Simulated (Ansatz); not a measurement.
Reaction (redistribution): `C[O][Al]([NH2])[SH]` + `O[SiH2]CBr` → `C[O][AlH][SH]` + `N[SiH](O)CBr`

Isolated molecules relaxed with PBE0-D4/def2-TZVP in Ansatz; ΔE leaves out vibrations. CBS: MP2 limit from def2 TZ/QZ plus the TZ coupled-cluster correction, frozen cores. Functionals use def2-TZVPP. B3LYP here is the variant with VWN-RPA as its local correlation; programs differ in this. For Br outer-core shells are correlated without core-valence functions, which leaves a few kJ/mol of doubt a bond. Scalar relativity is left out up to krypton. One conformer a species, not always the lowest.

`C[O][Al]([NH2])[SH]`:

Z-matrix (Å, degrees):
```
C
O 1 1.392
H 1 1.095 2 110.2
H 1 1.095 2 110.3 3 -119.1
H 1 1.098 2 112.8 3 120.4
Al 2 1.680 1 137.8 3 -122.1
S 6 2.186 2 121.7 1 -0.2
N 6 1.756 2 118.8 1 179.8
H 7 1.344 6 92.7 2 -0.4
H 8 1.006 6 124.3 2 -0.1
H 8 1.006 6 124.9 2 179.8
```

`O[SiH2]CBr`:

Cartesian coordinates in Å:
```
O -1.786 0.220 0.747
Si -0.138 0.176 0.727
C 0.511 -0.433 -0.925
Br 2.452 -0.488 -0.757
H -2.223 0.997 0.398
H 0.274 -0.783 1.774
H 0.435 1.525 0.969
H 0.186 -1.443 -1.172
H 0.288 0.229 -1.761
```

`C[O][AlH][SH]`:

```xyz
9

C     0.993   -0.838    0.613
O     0.441    0.440    0.693
Al   -0.741    1.346   -0.082
S    -1.893    0.503   -1.736
H     0.523   -1.455   -0.163
H     2.063   -0.773    0.388
H     0.879   -1.357    1.570
H    -1.008    2.815    0.401
H    -1.256   -0.681   -1.685
```

`N[SiH](O)CBr`:

Cartesian coordinates in Å:
```
N -0.991 1.359 -0.200
Si -0.372 -0.072 0.469
O -1.250 -1.397 0.039
C 1.407 -0.238 -0.109
Br 1.509 -0.139 -2.053
H -0.814 1.559 -1.173
H -1.885 1.719 0.093
H -0.368 0.036 1.954
H -1.125 -2.204 0.539
H 1.855 -1.191 0.169
H 2.033 0.569 0.272
```

Problem. Is it downhill or uphill in electronic energy at CCSD(T)/CBS, and by how much? (Best estimate.)

Solution. Ansatz gave: Uphill: ΔE = +20.0 kJ/mol.

Problem. What do these levels give: B3LYP-D4, ωB97X-V, ωB97M-V, PBE0, B3LYP, MP2/def2-TZVPP, SCS-MP2/def2-TZVPP, CCSD/def2-TZVPP, HF/def2-QZVPP, MP2/def2-QZVPP, HF/CBS(def2), CCSD/CBS(def2)? (Estimate.)

Solution. The calculation gave: B3LYP-D4 17.3, ωB97X-V 16.9, ωB97M-V 15.6, PBE0 18.5, B3LYP 21.4, MP2/def2-TZVPP 21.0, SCS-MP2/def2-TZVPP 22.0, CCSD/def2-TZVPP 20.6, HF/def2-QZVPP 21.1, MP2/def2-QZVPP 21.3, HF/CBS(def2) 21.2, CCSD/CBS(def2) 20.7 kJ/mol.

Largest T1 diagnostic among the species: 0.012.

The D4 term adds −4.2 kJ/mol with B3LYP and −2.2 kJ/mol with PBE0; it sums over pairs of atoms, weighted by their polarisabilities, and B3LYP, whose exchange is more repulsive, gets the larger term.
